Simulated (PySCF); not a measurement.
C2H5O2 (SMILES COC=[OH+]), charge +1, singlet, at a GFN2-xTB geometry; CCSD(T)/STO-3G (PySCF).

Here is a job for PySCF.
```python
from pyscf import gto, scf, cc

mol = gto.Mole()
mol.atom = '''
    C    -1.479113    0.202018   -0.179596
    O    -0.338355   -0.626486   -0.470291
    C     0.819845   -0.377070   -0.069593
    O     1.227902    0.589801    0.632413
    H    -1.351677    1.203258   -0.596999
    H    -2.325446   -0.282884   -0.665498
    H    -1.663049    0.250718    0.895923
    H     1.590605   -1.098335   -0.369034
    H     0.588805    1.271032    0.933770
'''
mol.basis = 'sto-3g'
mol.charge = 1
mol.spin = 0
mol.verbose = 4
mol.build()

mf = scf.RHF(mol)
mf.kernel()

mycc = cc.CCSD(mf)
mycc.kernel()
et = mycc.ccsd_t()
print('E(CCSD(T)) = %.10f' % (mycc.e_tot + et))
```

It wrote (shortened):

```
PySCF version 2.14.0

[INPUT] verbose = 4
[INPUT] num. atoms = 9
[INPUT] num. electrons = 32
[INPUT] charge = 1
[INPUT] spin (= nelec alpha-beta = 2S) = 0
[INPUT] symmetry False subgroup None
[INPUT] Mole.unit = angstrom
[INPUT] Symbol           X                Y                Z      unit          X                Y                Z       unit  Magmom
[INPUT]  1 C     -1.479113000000   0.202018000000  -0.179596000000 AA   -2.795118477284   0.381758692232  -0.339387253067 Bohr   0.0
[INPUT]  2 O     -0.338355000000  -0.626486000000  -0.470291000000 AA   -0.639398282877  -1.183886960874  -0.888721188848 Bohr   0.0
[INPUT]  3 C      0.819845000000  -0.377070000000  -0.069593000000 AA    1.549282514594  -0.712559029790  -0.131511710187 Bohr   0.0
[INPUT]  4 O      1.227902000000   0.589801000000   0.632413000000 AA    2.320398487806   1.114562357995   1.195087367615 Bohr   0.0
[INPUT]  5 H     -1.351677000000   1.203258000000  -0.596999000000 AA   -2.554299338874   2.273828077192  -1.128164606639 Bohr   0.0
[INPUT]  6 H     -2.325446000000  -0.282884000000  -0.665498000000 AA   -4.394456057465  -0.534573285021  -1.257608956446 Bohr   0.0
[INPUT]  7 H     -1.663049000000   0.250718000000   0.895923000000 AA   -3.142707141732   0.473788354499   1.693049098699 Bohr   0.0
[INPUT]  8 H      1.590605000000  -1.098335000000  -0.369034000000 AA    3.005807822364  -2.075552343024  -0.697373190653 Bohr   0.0
[INPUT]  9 H      0.588805000000   1.271032000000   0.933770000000 AA    1.112680190775   2.401902375558   1.764569563335 Bohr   0.0

nuclear repulsion = 131.086872122258
number of shells = 17
number of NR pGTOs = 75
number of NR cGTOs = 25
basis = sto-3g
ecp = {}

******** <class 'pyscf.scf.hf.RHF'> ********
method = RHF
initial guess = minao
damping factor = 0
level_shift factor = 0
DIIS = <class 'pyscf.scf.diis.CDIIS'>
diis_start_cycle = 1
diis_space = 8
diis_damp = 0
SCF conv_tol = 1e-09
SCF conv_tol_grad = None
SCF max_cycles = 50
direct_scf = True
direct_scf_tol = 1e-13
Set gradient conv threshold to 3.16228e-05
Initial guess from minao.
init E= -226.396744833246
  HOMO = -0.362386115898065  LUMO = 0.135926829672321  gap/eV = 13.55979
cycle= 1 E= -225.078102161369  delta_E= 1.32  |g|= 0.542  |ddm|= 3.63
  HOMO = -0.678264948310902  LUMO = -0.106748292422691  gap/eV = 15.55176
cycle= 2 E= -225.165251518594  delta_E= -0.0871  |g|= 0.189  |ddm|= 0.827
  HOMO = -0.696412405473654  LUMO = -0.0555699481970944  gap/eV = 17.43821
cycle= 3 E= -225.174856776441  delta_E= -0.00961  |g|= 0.0258  |ddm|= 0.215
  HOMO = -0.687881309059929  LUMO = -0.0463640157634556  gap/eV = 17.45657
cycle= 4 E= -225.175182128192  delta_E= -0.000325  |g|= 0.00501  |ddm|= 0.0529
  HOMO = -0.689307759839002  LUMO = -0.046963757352453  gap/eV = 17.47907
cycle= 5 E= -225.175194201552  delta_E= -1.21e-05  |g|= 0.00159  |ddm|= 0.00939
  HOMO = -0.689396273882965  LUMO = -0.047221193052394  gap/eV = 17.47447
cycle= 6 E= -225.175196343208  delta_E= -2.14e-06  |g|= 0.000891  |ddm|= 0.00424
  HOMO = -0.689423744782285  LUMO = -0.0471783470462803  gap/eV = 17.47639
cycle= 7 E= -225.175196786336  delta_E= -4.43e-07  |g|= 0.000259  |ddm|= 0.00187
  HOMO = -0.689387023176378  LUMO = -0.0470846920426631  gap/eV = 17.47794
cycle= 8 E= -225.175196859832  delta_E= -7.35e-08  |g|= 7.42e-05  |ddm|= 0.000999
  HOMO = -0.689397251877104  LUMO = -0.0471049540708445  gap/eV = 17.47766
cycle= 9 E= -225.175196864141  delta_E= -4.31e-09  |g|= 9.59e-06  |ddm|= 0.000269
  HOMO = -0.689397566201534  LUMO = -0.0471040796969776  gap/eV = 17.47770
cycle= 10 E= -225.175196864203  delta_E= -6.2e-11  |g|= 1.62e-06  |ddm|= 2.79e-05
  HOMO = -0.68939709598196  LUMO = -0.0471033989511802  gap/eV = 17.47770
Extra cycle  E= -225.175196864205  delta_E= -1.93e-12  |g|= 6.38e-07  |ddm|= 2.73e-06
converged SCF energy = -225.175196864205

******** <class 'pyscf.cc.ccsd.CCSD'> ********
CC2 = 0
CCSD nocc = 16, nmo = 25
max_cycle = 50
direct = 0
conv_tol = 1e-07
conv_tol_normt = 1e-05
diis_space = 6
diis_start_cycle = 0
diis_start_energy_diff = 1e+09
Init t2, MP2 energy = -225.382007107695  E_corr(MP2) -0.206810243490202
Init E_corr(CCSD) = -0.206810243490397
cycle = 1  E_corr(CCSD) = -0.22783210662038  dE = -0.0210218631  norm(t1,t2) = 0.0746574
cycle = 2  E_corr(CCSD) = -0.24198245015351  dE = -0.0141503435  norm(t1,t2) = 0.024195
cycle = 3  E_corr(CCSD) = -0.245292679255022  dE = -0.0033102291  norm(t1,t2) = 0.0113026
cycle = 4  E_corr(CCSD) = -0.247742273416216  dE = -0.00244959416  norm(t1,t2) = 0.004163
cycle = 5  E_corr(CCSD) = -0.247585182346319  dE = 0.00015709107  norm(t1,t2) = 0.000750494
cycle = 6  E_corr(CCSD) = -0.247573709384588  dE = 1.14729617e-05  norm(t1,t2) = 0.000156742
cycle = 7  E_corr(CCSD) = -0.247572428979941  dE = 1.28040465e-06  norm(t1,t2) = 5.7653e-05
cycle = 8  E_corr(CCSD) = -0.247571907927084  dE = 5.21052858e-07  norm(t1,t2) = 2.00838e-05
cycle = 9  E_corr(CCSD) = -0.247572171725536  dE = -2.63798453e-07  norm(t1,t2) = 8.60239e-06
cycle = 10  E_corr(CCSD) = -0.247572059987339  dE = 1.11738197e-07  norm(t1,t2) = 3.22696e-06
cycle = 11  E_corr(CCSD) = -0.24757210658061  dE = -4.65932707e-08  norm(t1,t2) = 1.18873e-06
CCSD converged
E(CCSD) = -225.4227689707859  E_corr = -0.2475721065806095
CCSD(T) correction = -0.00903270929341859
E(CCSD(T)) = -225.4318016801
```
